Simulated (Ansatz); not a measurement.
`BC(=N)CF` + H₂ → `BC(C)=N` + H–F at 298.15 K and 1 bar (hydrogenolysis of a C–F bond).

Calculated with Ansatz (gas phase, PBE0-D4/def2-TZVP geometries, no zero-point term in ΔE). CCSD(T)/CBS is the MP2 limit (def2-TZVPP, def2-QZVPP) plus CCSD(T) − MP2 in def2-TZVPP, frozen cores. This one scheme is used for every species. Each species was taken in one conformer, which may not be the lowest.

```json
{"species": "`BC(=N)CF`", "CCSD(T)/CBS energy (Eh)": "-258.33905", "H − E (kJ/mol)": "207.6", "S (J/(mol·K))": "323.1"}
{"species": "H₂", "CCSD(T)/CBS energy (Eh)": "-1.17544", "H − E (kJ/mol)": "35.1", "S (J/(mol·K))": "130.4"}
{"species": "`BC(C)=N`", "CCSD(T)/CBS energy (Eh)": "-159.16440", "H − E (kJ/mol)": "224.3", "S (J/(mol·K))": "301.2"}
{"species": "H–F", "CCSD(T)/CBS energy (Eh)": "-100.39570", "H − E (kJ/mol)": "33.5", "S (J/(mol·K))": "173.6"}
```

H − E and S are ideal-gas, rigid-rotor, harmonic terms from PBE0-D4/def2-TZVP, for one conformer and one mirror image of each species. The MP2-based limit puts H₂ 0.8 mEh under its directly extrapolated value; such offsets cancel only in part. 1 Eh = 2625.50 kJ/mol, R = 8.31446 J/(mol·K).

Problem. By hand: ΔE, ΔH, ΔS and ΔG.

Solution. ΔE = (-159.16440) + (-100.39570) − (-258.33905) − (-1.17544) = -0.04561 Eh = -119.7 kJ/mol. Δ(H − E) = 224.3 + 33.5 − 207.6 − 35.1 = 15.1, so ΔH = -104.6 kJ/mol. ΔS = 301.2 + 173.6 − 323.1 − 130.4 = 21.3 J/(mol·K). ΔG = -104.6 − 298.15 × (21.3)/1000 = -111.0 kJ/mol.

Problem. By hand: the equilibrium constant, and the temperature at which ΔG would vanish if ΔH and ΔS stayed fixed.

Solution. log₁₀ K = −ΔG/(RT ln 10) = 19.4. ΔH and −TΔS have one sign here, so there is no such temperature.

ΔH outweighs TΔS. A doubt of 5 kJ/mol in ΔE shifts log₁₀ K by 0.9 here. Other conformers and mirror images would add mixing entropy, several J/(mol·K) or more a flexible species. These are equilibria of isolated gas molecules and say nothing of rates. Largest T1 diagnostic: 0.015 (customary marks: 0.02 for closed shells, 0.045 for open ones).
